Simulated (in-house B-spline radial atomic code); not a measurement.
Whole-atom quantities along the 10-electron series, configuration [He] 2s2 2p6. Breit and QED terms are first order and not part of the total energy; the density at the nucleus is averaged over the nuclear charge. Computed with an all-electron radial atomic-structure program (B-spline basis): Dirac-Hartree-Fock, average of the configuration, finite nuclei.

| ion | Z | E/Z² (Eh) | Σ<r²> (bohr²) | n(0)/Z³ (bohr⁻³) | Lamb diamagnetic shielding (ppm) | repulsion over attraction | Breit energy (eV) | self-energy (eV) | vacuum polarisation (eV) | Dirac less non-relativistic energy (Eh) |
| --- | --- | --- | --- | --- | --- | --- | --- | --- | --- | --- |
| Ba46+ | 56 | -1.9201 | 0.092945 | 1.707 | 4125.87 | 0.03706 | 140.52 | 131.9 | -18.54 | -225.02 |
| La47+ | 57 | -1.9256 | 0.089196 | 1.7598 | 4215.6 | 0.036385 | 148.74 | 140.46 | -20.036 | -242.75 |
| Ce48+ | 58 | -1.9312 | 0.085654 | 1.8147 | 4306.18 | 0.035731 | 157.28 | 149.43 | -21.631 | -261.55 |
| Pr49+ | 59 | -1.9367 | 0.082304 | 1.8728 | 4397.66 | 0.035098 | 166.16 | 158.83 | -23.332 | -281.48 |
| Nd50+ | 60 | -1.9422 | 0.079132 | 1.9331 | 4490.05 | 0.034484 | 175.38 | 168.68 | -25.143 | -302.59 |
| Pm51+ | 61 | -1.9477 | 0.076127 | 1.9935 | 4583.39 | 0.033888 | 184.96 | 179 | -27.071 | -324.93 |
| Sm52+ | 62 | -1.9533 | 0.073276 | 2.0497 | 4677.69 | 0.033311 | 194.91 | 189.8 | -29.119 | -348.53 |
| Eu53+ | 63 | -1.9588 | 0.070569 | 2.1172 | 4773.03 | 0.032749 | 205.22 | 201.1 | -31.302 | -373.49 |
| Gd54+ | 64 | -1.9644 | 0.067997 | 2.1862 | 4869.43 | 0.032204 | 215.92 | 212.92 | -33.624 | -399.84 |
| Tb55+ | 65 | -1.97 | 0.06555 | 2.2748 | 4966.99 | 0.031673 | 227.02 | 225.28 | -36.102 | -427.7 |
| Dy56+ | 66 | ? | ? | ? | ? | ? | ? | ? | ? | ? |
| Ho57+ | 67 | -1.9813 | 0.061003 | 2.424 | 5165.42 | 0.030656 | 250.41 | 251.7 | -41.509 | -487.95 |
| Er58+ | 68 | -1.987 | 0.058888 | 2.5064 | 5266.45 | 0.030167 | 262.73 | 265.8 | -44.47 | -520.53 |
| Tm59+ | 69 | -1.9927 | 0.05687 | 2.6038 | 5368.8 | 0.029691 | 275.48 | 280.54 | -47.624 | -554.87 |
| Yb60+ | 70 | -1.9985 | 0.054943 | 2.689 | 5472.4 | 0.029227 | 288.68 | 295.93 | -50.958 | -590.95 |
| Lu61+ | 71 | -2.0043 | 0.053102 | 2.7821 | 5577.37 | 0.028774 | 302.32 | 311.99 | -54.501 | -628.91 |
| Hf62+ | 72 | -2.0102 | 0.051342 | 2.8939 | 5683.83 | 0.028332 | 316.44 | 328.77 | -58.277 | -668.88 |
| Ta63+ | 73 | ? | ? | ? | ? | ? | ? | ? | ? | ? |
| W64+ | 74 | -2.0222 | 0.048045 | 3.1238 | 5901.2 | 0.02748 | 346.11 | 364.56 | -66.529 | -754.96 |
| Re65+ | 75 | -2.0283 | 0.0465 | 3.2492 | 6012.26 | 0.027068 | 361.69 | 383.64 | -71.041 | -801.27 |
| Os66+ | 76 | ? | ? | ? | ? | ? | ? | ? | ? | ? |
| Ir67+ | 77 | -2.0407 | 0.043599 | 3.5144 | 6239.39 | 0.026273 | 394.4 | 424.31 | -80.908 | -900.87 |
| Pt68+ | 78 | -2.047 | 0.042236 | 3.6559 | 6355.6 | 0.025888 | 411.56 | 445.97 | -86.298 | -954.35 |

Q: Fill in the row of Dy56+.

A: E/Z² (Eh): -1.9756; Σ<r²> (bohr²): 0.063222; n(0)/Z³ (bohr⁻³): 2.3366; Lamb diamagnetic shielding (ppm): 5065.57; repulsion over attraction: 0.031158; Breit energy (eV): 238.5; self-energy (eV): 238.2; vacuum polarisation (eV): -38.716; Dirac less non-relativistic energy (Eh): -457.

Q: Fill in the row of Ta63+.

A: E/Z² (Eh): -2.0162; Σ<r²> (bohr²): 0.049657; n(0)/Z³ (bohr⁻³): 3.007; Lamb diamagnetic shielding (ppm): 5791.76; repulsion over attraction: 0.027901; Breit energy (eV): 331.03; self-energy (eV): 346.28; vacuum polarisation (eV): -62.281; Dirac less non-relativistic energy (Eh): -710.86.

Q: Fill in the row of Os66+.

A: E/Z² (Eh): -2.0344; Σ<r²> (bohr²): 0.045019; n(0)/Z³ (bohr⁻³): 3.3724; Lamb diamagnetic shielding (ppm): 6124.93; repulsion over attraction: 0.026666; Breit energy (eV): 377.78; self-energy (eV): 403.55; vacuum polarisation (eV): -75.82; Dirac less non-relativistic energy (Eh): -849.85.

Q: With what power of Z does the column «Dirac less non-relativistic energy (Eh)» change over this range?

A: A fit of the logarithm of its size against log Z from Z = 56 to 78 has slope 4.36. An unscreened hydrogenic electron would give 4 at low Z; screening makes the apparent power larger near the neutral end, and relativity raises it again at high Z.
